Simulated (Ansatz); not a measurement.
`C/N=C\B1C[SiH2]1` + `C/N=C/Cl` → `ClB1C[SiH2]1` + `C/N=C\C=N\C`  (formal exchange of groups at a B–C bond)

Gas-phase electronic energies from Ansatz, PBE0-D4/def2-TZVP geometries. CCSD(T)/CBS adds triple-zeta CCSD(T) − MP2 to the extrapolated MP2 energy (def2 sets, frozen cores). Double bonds are as drawn, so ΔE can hold a change between cis and trans. Functionals use def2-TZVPP. B3LYP here is the variant with VWN-RPA as its local correlation; programs differ in this. One conformer a species, not always the lowest.

`C/N=C\B1C[SiH2]1`:

Cartesian coordinates in Å:
```
C 1.421 1.342 1.458
N 0.933 0.096 1.991
C 0.231 -0.627 1.220
B -0.194 -0.337 -0.244
C -0.202 -1.180 -1.488
Si -1.791 -0.022 -1.267
H 1.198 2.150 2.159
H 1.000 1.601 0.471
H 2.510 1.293 1.364
H -0.114 -1.580 1.645
H 0.032 -2.243 -1.489
H -0.022 -0.737 -2.471
H -3.122 -0.506 -0.822
H -1.880 0.749 -2.526
```

`C/N=C/Cl`:

```xyz
8

C    -0.741   -0.793    0.127
N     0.561   -0.240    0.398
C     0.846    0.856   -0.117
Cl    2.379    1.610    0.141
H    -1.365   -0.166   -0.524
H    -0.618   -1.775   -0.336
H    -1.262   -0.950    1.075
H     0.200    1.456   -0.765
```

`ClB1C[SiH2]1`:

Z-matrix (Å, degrees):
```
C
B 1 1.512
Si 1 1.958 2 66.1
H 1 1.094 2 116.4 3 84.0
H 1 1.088 2 124.4 3 -129.2
Cl 2 1.726 1 134.9 3 149.4
H 3 1.484 1 122.6 2 -104.4
H 3 1.480 1 108.5 2 122.0
```

`C/N=C\C=N\C`:

Z-matrix (Å, degrees):
```
C
N 1 1.435
H 1 1.094 2 109.0
H 1 1.099 2 113.9 3 -122.1
H 1 1.094 2 109.0 3 115.8
C 2 1.265 1 118.3 3 122.0
C 6 1.470 2 118.6 1 180.0
H 6 1.096 2 121.6 1 0.0
N 7 1.266 6 129.4 2 179.8
H 7 1.092 6 113.0 2 -0.1
C 9 1.437 7 122.3 6 -0.0
H 11 1.094 9 108.2 7 -123.0
H 11 1.095 9 116.7 7 -0.3
H 11 1.094 9 108.2 7 122.4
```

(1) Is it downhill or uphill in electronic energy at CCSD(T)/CBS, and by how much? (Best estimate.)

(2) What do these levels give: PBE-D4, PBE0-D4, B3LYP-D4, ωB97X-V, B2PLYP, r2SCAN, PBE0, HF/def2-TZVPP, MP2/def2-TZVPP, CCSD(T)/def2-TZVPP, SCS-MP2/def2-QZVPP, HF/CBS(def2)? (Best estimate.)

Largest T1 diagnostic among the species: 0.014.

Results:

(1) Computed: Downhill: ΔE = -113.0 kJ/mol.

(2) Ansatz gave: PBE-D4 -104.5, PBE0-D4 -110.4, B3LYP-D4 -110.3, ωB97X-V -111.4, B2PLYP -113.3, r2SCAN -110.8, PBE0 -111.3, HF/def2-TZVPP -125.4, MP2/def2-TZVPP -114.9, CCSD(T)/def2-TZVPP -113.5, SCS-MP2/def2-QZVPP -114.3, HF/CBS(def2) -124.9 kJ/mol.

From PBE to PBE0 (25 % exact exchange), in def2-TZVPP and without D4, ΔE moves by −6.0 kJ/mol. In def2-TZVPP, CCSD(T) changes the Hartree–Fock value by +11.9 kJ/mol (the triples alone add +1.9 kJ/mol) and MP2 by +10.5 kJ/mol.
